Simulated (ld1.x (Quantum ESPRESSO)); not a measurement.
## What one change does to a pseudopotential (antimony, TM semilocal)

ld1.x (Quantum ESPRESSO) 7.5 input, shortened:

```
&input
   title='Sb', zed=51., rel=1, dft='PW91', iswitch=3,
   config='[Kr] 4d10 5s2 5p2 5d-2'
 /
 &inputp
   pseudotype=1, tm=.true., lloc=0,
   nlcc=.true., new_core_ps=.true.
 /
3
5P  2  1   2.00   0.00  2.00  2.00  0.0
5D  3  2  -2.00   0.05  2.00  2.00  0.0
5S  1  0   2.00   0.00  1.45  1.45  0.0
 &test
   configts(1)='5s2 5p2'
 /
```

Change: reference 5s2 5p3.

Cutoffs: the cutoffs (Ry, on a coarse ladder) from which the occupation-weighted sum of valence levels, in a spherical-Bessel basis at the reference potential, stays within 10 and 1 mRy of its value at 400 Ry; they do not see the model core or the augmentation charge, which bear on the density cutoff. Errors are all-electron minus pseudo energies relative to the spin-unpolarised reference configuration.

What does the change do?

The potential gets softer (50 Ry and 160 Ry → 40 Ry and 160 Ry); neither file shows a bound ghost. A semilocal file is local in each channel, so a ghost entry of none says nothing of the separable form that plane-wave codes build from it.

```csv
quantity,base,changed
"cutoff, loose",50 Ry,40 Ry
"cutoff, tight",160 Ry,160 Ry
loose cutoff by channel (10 mRy a level),"p 10 Ry, s 35 Ry","p 8 Ry, s 35 Ry"
bound ghosts,none,none
"largest error over its own tests, meV",-357,-430
s: phases at 2.20 bohr within 0.05 rad from the reference energy up to (Ry; the scan ends near 5),0.2,0.8
p: phases at 2.20 bohr within 0.05 rad from the reference energy up to (Ry; the scan ends near 5),3.5,4.0
d: phases at 2.20 bohr within 0.05 rad from the reference energy up to (Ry; the scan ends near 5),0.5,0.4
```
